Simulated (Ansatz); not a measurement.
Total energies of the cluster Cu2O2⁻ from Ansatz at PBE0-D4/def2-TZVPD, gas phase (1 Eh = 27.2114 eV = 2625.5 kJ/mol). The reference geometry is relaxed at PBE0-D4/def2-SVPD.

```xyz
4

Cu   -0.0824    0.0423   -0.6159
Cu    0.3874   -0.0967    1.8780
O    -1.0396   -0.3356    0.8786
O     0.7346    0.3900   -2.1407
```

| state | geometry | energy (Eh) |
| --- | --- | --- |
| charge -1 doublet | reference | -3430.91293 |
| charge 0 triplet | reference | -3430.82269 |
| charge -1 quartet | relaxed at PBE0-D4/def2-SVPD | -3430.89110 |

(1) Work out the vertical ionisation energy to the triplet.

(2) Which of the charge -1 states is lowest, and how far above it are the others?

(1) E(charge 0 triplet) − E(charge -1 doublet) = -3430.82269 − (-3430.91293) = 0.09024 Eh = 2.46 eV. For comparison, −ε of the highest occupied level of the spin that leaves is 0.86 eV at this level, 1.60 eV less.

(2) The doublet. quartet: -3430.89110 − (-3430.91293) = 0.02183 Eh = 57.3 kJ/mol.

The structure comes from a short search, and lower isomers may exist.
